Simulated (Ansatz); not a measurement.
Compare A (`C[CH](C)[Sn][F]`) with its isomer B (`[F][SnH]1[CH2]C[CH2]1`).

Gas-phase electronic energies from Ansatz, PBE0-D4/def2-TZVP geometries. CBS: MP2 limit from def2 TZ/QZ plus the TZ coupled-cluster correction, frozen cores. DFT in def2-TZVPP. Elements past krypton have def2 core potentials. For Sn outer-core shells are correlated without core-valence functions, which leaves a few kJ/mol of doubt a bond. One conformer a species, not always the lowest.

(1) Which is lower in electronic energy at CCSD(T)/CBS, and by how much? (Best estimate.)

(2) Give E(B) − E(A) in kcal/mol with ωB97M-V, CCSD(T)/def2-TZVPP, PBE0-D4, PBE-D4, r2SCAN-D4, HF/def2-TZVPP, CCSD/def2-TZVPP. (Estimate.)

Largest T1 diagnostic: 0.014.

Answers

(1) The calculation gave: A, by 21.4 kcal/mol.

(2) Ansatz gave: ωB97M-V 23.0, CCSD(T)/def2-TZVPP 21.2, PBE0-D4 22.5, PBE-D4 24.5, r2SCAN-D4 22.7, HF/def2-TZVPP 25.3, CCSD/def2-TZVPP 22.2. None reverses the order clearly.

In def2-TZVPP, CCSD(T) changes the Hartree–Fock value by −4.1 kcal/mol (the triples alone add −1.0 kcal/mol) and MP2 by −3.4 kcal/mol. The D4 term adds +0.8 kcal/mol with B3LYP and +0.5 kcal/mol with PBE0; it sums over pairs of atoms, weighted by their polarisabilities, and B3LYP, whose exchange is more repulsive, gets the larger term.

B3LYP here is the variant with VWN-RPA as its local correlation; programs differ in this.
